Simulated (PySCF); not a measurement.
CH₄BrGaO. Atoms are numbered in the order given.

```xyz
8

Ga     0.0591    -0.7688     0.0000
Br    -0.1078     1.5474     0.0000
C     -1.4883    -1.9632     0.0000
H     -2.1042    -1.7731     0.8916
H     -1.1517    -3.0095     0.0000
H     -2.1042    -1.7731    -0.8916
O      1.7267    -1.4072     0.0000
H      2.4180    -0.7319     0.0000
```
Charge 0, spin multiplicity 1.

Geometry: B3LYP-D3(BJ)/def2-SVP. The structure was generated by enumeration; whether it is a known compound was not checked. One conformer was computed; it need not be the lowest.

All values below come from PBE0/pcSseg-1 (PySCF).

GIAO shieldings, no solvent; atoms alike by connectivity are averaged. δ = σ(ref) − σ: ¹³C against TMS (σ = 186.3 ppm); ¹H against TMS (σ = 31.56 ppm); ¹⁷O against H2O (σ = 334.2 ppm), references at their B3LYP-D3(BJ)/def2-TZVP geometries, non-relativistic (without spin–orbit terms, shifts of atoms bonded to Cl or Br come out too high).

```tsv
nucleus	atoms	count	δ (ppm)
¹³C	C3	1	-1.2
¹H	H8	1	3.28
¹H	H4, H5, H6	3	0.84
¹⁷O	O7	1	114.3
```
